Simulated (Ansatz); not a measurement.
TcO3(NH2) (TcNO₃H₂). The state is a singlet with charge 0. Geometry PBE-D4/def2-SVP.

Cartesian coordinates in Å:
```
Tc -0.008 -0.728 -0.164
O -1.591 -1.297 0.057
O 0.438 -0.908 -1.787
O 1.021 -1.546 0.904
N 0.111 1.132 0.241
H -0.100 1.858 -0.451
H 0.129 1.489 1.201
```

In the def2 sets Tc takes a core potential; there is no spin–orbit coupling. HSE06 is defined as in plane-wave codes, on full-range PBE exchange. At HF/def2-TZVP the restricted singlet is unstable: a solution with broken spin symmetry lies lower. The restricted singlet is unstable towards broken spin symmetry in Hartree–Fock (as tested in another run); at revPBE-D4/def2-TZVP, r2SCAN-D4/def2-TZVP, PBE0-D4/def2-TZVPD, HSE06-D4/def2-TZVP this wasn't settled.

Task: Estimate the orbital energies around the gap (eV) in Ansatz with HF/def2-TZVP, revPBE-D4/def2-TZVP, r2SCAN-D4/def2-TZVP, PBE0-D4/def2-TZVPD, HSE06-D4/def2-TZVP.

Result: 
```csv
orbital,HF/def2-TZVP,revPBE-D4/def2-TZVP,r2SCAN-D4/def2-TZVP,PBE0-D4/def2-TZVPD,HSE06-D4/def2-TZVP
HOMO−5,-15.83,-9.85,-10.35,-11.68,-11.25
HOMO−4,-14.01,-8.65,-9.10,-10.29,-9.87
HOMO−3,-13.91,-8.16,-8.64,-9.91,-9.48
HOMO−2,-13.87,-8.12,-8.59,-9.86,-9.43
HOMO−1,-13.63,-7.70,-8.17,-9.44,-9.01
HOMO,-12.28,-7.30,-7.73,-8.83,-8.41
LUMO,-0.54,-4.23,-4.39,-3.74,-4.09
LUMO+1,-0.21,-3.77,-3.95,-3.34,-3.68
LUMO+2,1.35,-2.44,-2.49,-1.84,-2.19
LUMO+3,2.05,-1.61,-1.66,-1.05,-1.38
LUMO+4,2.26,-1.22,-1.25,-0.64,-0.97
LUMO+5,2.60,-0.84,-0.27,-0.44,-0.54
```
